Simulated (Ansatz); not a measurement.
# Cost against result

Saddle point of BNH6OF2, closed shell (BH₃OF₂ ([OH2][BH]([F])[F]) + NH₃ → BNH₄OF₂ ([NH3][B]([OH])([F])[F]) + H₂; bonds formed: B1–N8, H2–H7, H5–N8; dative contacts that become bonds: B1–O6; bonds broken: B1–H2, H5–O6, H7–N8), PBE0-D4/def2-TZVP structure:

B1  (-0.854, -0.838, -0.396)
H2  (0.054, -0.183, -1.251)
F3  (-1.339, -1.818, -1.213)
F4  (-1.752, 0.160, -0.078)
H5  (0.815, 0.629, 1.104)
O6  (-0.133, -1.278, 0.748)
H7  (0.427, 0.515, -0.618)
N8  (0.823, 1.294, 0.331)
H9  (0.114, -2.199, 0.662)
H10  (1.734, 1.721, 0.222)
H11  (0.110, 1.997, 0.488)
(Å)

Barriers are electronic and count from the start structure reached by relaxing down the imaginary mode.

Ansatz 0.2.0; basis: as named in each row; cores frozen in the correlated methods. B3LYP uses VWN-RPA correlation. Extrapolation: Hartree–Fock as exp(−7.88 √X), correlation as X^−2.97.

Times are rough, for one single point on 4 threads of a shared host (Intel Xeon).

The estimate by CCSD(T) at an estimated basis limit (MP2 extrapolated from triple and quadruple zeta, plus CCSD(T) − MP2 in triple zeta) is 62.9 kJ/mol.

```json
{"method": "HF", "basis": "STO-3G", "time (s)": "under 1", "barrier (kJ/mol)": "229.6", "method less estimate": "166.7"}
{"method": "PBE-D4", "basis": "STO-3G", "time (s)": "under 1", "barrier (kJ/mol)": "165.3", "method less estimate": "102.4"}
{"method": "SPW92", "basis": "def2-SVP", "time (s)": "under 1", "barrier (kJ/mol)": "30.6", "method less estimate": "-32.3"}
{"method": "B3LYP-D4", "basis": "6-31G", "time (s)": "1", "barrier (kJ/mol)": "66.3", "method less estimate": "3.4"}
{"method": "PBE-D4", "basis": "def2-SVP", "time (s)": "1", "barrier (kJ/mol)": "41.1", "method less estimate": "-21.8"}
{"method": "PBE0-D4", "basis": "def2-SVP", "time (s)": "1", "barrier (kJ/mol)": "49.5", "method less estimate": "-13.4"}
{"method": "SPW92", "basis": "def2-TZVPP", "time (s)": "2", "barrier (kJ/mol)": "32.7", "method less estimate": "-30.2"}
{"method": "PBE-D4", "basis": "def2-TZVPP", "time (s)": "3", "barrier (kJ/mol)": "43.7", "method less estimate": "-19.2"}
{"method": "BLYP-D4", "basis": "def2-TZVPP", "time (s)": "4", "barrier (kJ/mol)": "50.4", "method less estimate": "-12.5"}
{"method": "BHLYP-D4", "basis": "def2-TZVPP", "time (s)": "4", "barrier (kJ/mol)": "65.2", "method less estimate": "2.3"}
{"method": "wB97M-V", "basis": "def2-SVP", "time (s)": "4", "barrier (kJ/mol)": "56.6", "method less estimate": "-6.3"}
{"method": "PBE0-D4", "basis": "def2-TZVPP", "time (s)": "4", "barrier (kJ/mol)": "51.1", "method less estimate": "-11.8"}
{"method": "B3LYP-D4", "basis": "def2-TZVPP", "time (s)": "4", "barrier (kJ/mol)": "56.0", "method less estimate": "-6.9"}
{"method": "CAM-B3LYP-D4", "basis": "def2-TZVPP", "time (s)": "5", "barrier (kJ/mol)": "59.5", "method less estimate": "-3.4"}
{"method": "r2SCAN-D4", "basis": "def2-TZVPP", "time (s)": "6", "barrier (kJ/mol)": "44.2", "method less estimate": "-18.7"}
{"method": "r2SCAN0-D4", "basis": "def2-TZVPP", "time (s)": "6", "barrier (kJ/mol)": "51.4", "method less estimate": "-11.5"}
{"method": "RPA on PBE", "basis": "def2-TZVPP", "time (s)": "8", "barrier (kJ/mol)": "66.7", "method less estimate": "3.8"}
{"method": "PBE-QIDH", "basis": "def2-TZVPP", "time (s)": "8", "barrier (kJ/mol)": "59.0", "method less estimate": "-3.9"}
{"method": "B2PLYP", "basis": "def2-TZVPP", "time (s)": "9", "barrier (kJ/mol)": "61.1", "method less estimate": "-1.8"}
{"method": "CCSD(T)", "basis": "def2-SVP", "time (s)": "10", "barrier (kJ/mol)": "65.5", "method less estimate": "2.6"}
{"method": "B97M-V", "basis": "def2-TZVPP", "time (s)": "10", "barrier (kJ/mol)": "47.2", "method less estimate": "-15.7"}
{"method": "wB97X-V", "basis": "def2-TZVPP", "time (s)": "10", "barrier (kJ/mol)": "60.1", "method less estimate": "-2.8"}
{"method": "wB97M-V", "basis": "def2-TZVPP", "time (s)": "10", "barrier (kJ/mol)": "59.4", "method less estimate": "-3.5"}
{"method": "MP2", "basis": "def2-QZVPP", "time (s)": "37", "barrier (kJ/mol)": "61.7", "method less estimate": "-1.2"}
{"method": "CCSD(T)", "basis": "def2-TZVPP", "time (s)": "200", "barrier (kJ/mol)": "64.9", "method less estimate": "2.0"}
```

All methods are single points on the PBE0-D4 structures.

No T1 diagnostic of these runs exceeds 0.012.

The step is the kind of ligand exchange by which a precursor binds to a hydroxyl group, or is hydrolysed, in atomic layer deposition of oxides.

Labels in which every atom is bracketed show which atoms are joined, not bond orders.
